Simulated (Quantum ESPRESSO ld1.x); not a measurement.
The numbers below are computed, except where a source is named.
Task: Species: Hg3+. Configuration: [Xe] 4f14 5d9. Level of theory: scalar-relativistic Kohn-Sham, LDA (Slater exchange, Perdew-Wang correlation), spin-polarised, spherical densities, point nucleus; open shells are filled with parallel spins first (ld1.x of Quantum ESPRESSO 7.5). Some entries of the table are withheld. Estimate them.

orbital,occ.,eigenvalue (eV),<1/r> (bohr^-1)
1s up,1,-83156.6,97.59
1s down,1,-83156.6,97.59
2s up,1,-14767.8,22.89
2s down,1,-14767.7,22.89
2p up,3,-12742.6,20.28
2p down,3,-12742.5,20.28
3s up,1,-3530.51,8.482
3s down,1,-3530.46,8.482
3p up,3,-2945.56,7.717
3p down,3,-2945.51,7.717
3d up,5,-2329.62,7.258
3d down,5,-2329.55,7.258
4s up,1,-802.576,3.644
4s down,1,-802.488,3.644
4p up,3,-610.768,3.284
4p down,3,-610.679,3.284
4d up,5,-383.306,2.947
4d down,5,-383.201,2.947
5s up,1,(1),1.511
5s down,1,(2),1.513
4f up,7,-130.944,(3)
4f down,7,-130.806,(4)
5p up,3,-101.146,1.288
5p down,3,-100.541,1.290
5d up,5,-43.0724,0.9409
5d down,4,-42.4372,0.9397

Result: 
(1) 5s up eigenvalue (eV): -153.123
(2) 5s down eigenvalue (eV): -152.605
(3) 4f up <1/r> (bohr^-1): 2.534
(4) 4f down <1/r> (bohr^-1): 2.536
